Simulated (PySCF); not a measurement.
Rigid-rotor lines calculated for a species of formula C5H5FS (commonest isotopes; CAM-B3LYP/def2-SVPD in PySCF (dipole) on a GFN2-xTB geometry, gas phase), labelled J(Ka,Kc):

```tsv
transition	MHz
1(1,1) ← 0(0,0)	6048.9
2(1,1) ← 1(1,0)	6184.1
2(0,2) ← 1(0,1)	5735.5
2(1,2) ← 1(1,1)	5361.9
1(0,1) ← 0(0,0)	2886.5
```

Question: Find the rotational constants.

Answer: 1(0,1) ← 0(0,0) is B + C, 2(1,1) ← 1(1,0) is 3B + C and 2(1,2) ← 1(1,1) is B + 3C, so B − C is half the difference of the last two, 411.1 MHz. 1(1,1) ← 0(0,0) is A + C. A = 4811.2, B = 1648.8, C = 1237.7 MHz.

Question: What moments of inertia, asymmetry and inertial defect follow?

Answer: I = 505379 MHz·u·Å² over each constant: Ia = 105.04, Ib = 306.51, Ic = 408.33 u·Å²; κ = (2B − A − C)/(A − C) = -0.770 (asymmetric top); Δ = Ic − Ia − Ib = -3.23 u·Å².

Question: Which dipole components do these lines need?

Answer: μa and μb (a-type: ΔKa even, ΔKc odd; b-type: both odd). The calculation gives |μa| = 1.15 D, |μb| = 0.56 D, |μc| = 0.00 D.

Question: Predict further lines from these constants: 4(2,2) ← 4(1,3); 3(1,3) ← 2(0,2); 3(2,2) ← 2(2,1); 3(2,2) ← 3(1,3); 1(1,0) ← 1(0,1); 4(3,1) ← 3(3,0); 3(2,1) ← 2(1,2); 4(3,2) ← 3(3,1); 2(2,1) ← 1(1,0); 2(2,0) ← 1(1,1); 4(3,2) ← 4(2,3); 3(3,0) ← 2(2,1); 3(1,2) ← 3(1,3); 2(1,1) ← 2(0,2); 3(1,2) ← 2(1,1); 4(0,4) ← 3(1,3); 4(1,4) ← 3(1,3).

Answer: 
```json
{"transition": "3(1,2) ← 3(1,3)", "MHz": "2465", "type": "a", "branch": "Q"}
{"transition": "1(1,0) ← 1(0,1)", "MHz": "3574", "type": "b", "branch": "Q"}
{"transition": "2(1,1) ← 2(0,2)", "MHz": "4022", "type": "b", "branch": "Q"}
{"transition": "3(2,2) ← 2(2,1)", "MHz": "8660", "type": "a", "branch": "R"}
{"transition": "4(2,2) ← 4(1,3)", "MHz": "8669", "type": "b", "branch": "Q"}
{"transition": "4(0,4) ← 3(1,3)", "MHz": "8890", "type": "b", "branch": "R"}
{"transition": "3(1,2) ← 2(1,1)", "MHz": "9252", "type": "a", "branch": "R"}
{"transition": "4(1,4) ← 3(1,3)", "MHz": "10655", "type": "a", "branch": "R"}
{"transition": "3(1,3) ← 2(0,2)", "MHz": "10809", "type": "b", "branch": "R"}
{"transition": "3(2,2) ← 3(1,3)", "MHz": "11360", "type": "b", "branch": "Q"}
{"transition": "4(3,2) ← 3(3,1)", "MHz": "11615", "type": "a", "branch": "R"}
{"transition": "4(3,1) ← 3(3,0)", "MHz": "11628", "type": "a", "branch": "R"}
{"transition": "2(2,1) ← 1(1,0)", "MHz": "15671", "type": "b", "branch": "R"}
{"transition": "2(2,0) ← 1(1,1)", "MHz": "16120", "type": "b", "branch": "R"}
{"transition": "4(3,2) ← 4(2,3)", "MHz": "16960", "type": "b", "branch": "Q"}
{"transition": "3(2,1) ← 2(1,2)", "MHz": "19566", "type": "b", "branch": "R"}
{"transition": "3(3,0) ← 2(2,1)", "MHz": "25524", "type": "b", "branch": "R"}
```

Question: Which structure gave them?

Answer: `FCc1cccs1`, point group Cs. Three constants can't fix a structure by themselves; this is the one that was computed:
```
atom  x, y, z in Å
F1    -2.293   -1.418    0.216
C2    -1.983   -0.109   -0.046
C3    -0.506    0.098   -0.039
C4     0.479   -0.811    0.183
C5     1.774   -0.245    0.108
C6     1.749    1.080   -0.169
S7     0.142    1.676   -0.346
H8    -2.476    0.496    0.727
H9    -2.417    0.133   -1.025
H10    0.285   -1.848    0.391
H11    2.677   -0.809    0.256
H12    2.570    1.758   -0.283
```

The values belong to one conformer (point group Cs) with, in the numbering `[F:1][CH2:2][c:3]1[cH:4][cH:5][cH:6][s:7]1`, F1–C2–C3–C4 0°. No GFN2-xTB frequencies stand behind this structure, so it isn't proved a minimum. Zero-point vibration and centrifugal distortion are left out.

The run took 30 s on one thread, Arm Neoverse V1 (aarch64), shared host with 64 logical CPUs at a one-minute load of 30, and the process peaked at 0.83 GiB of memory. This is the CAM-B3LYP/def2-SVPD job that gave the dipole, with the excitations it also computed.
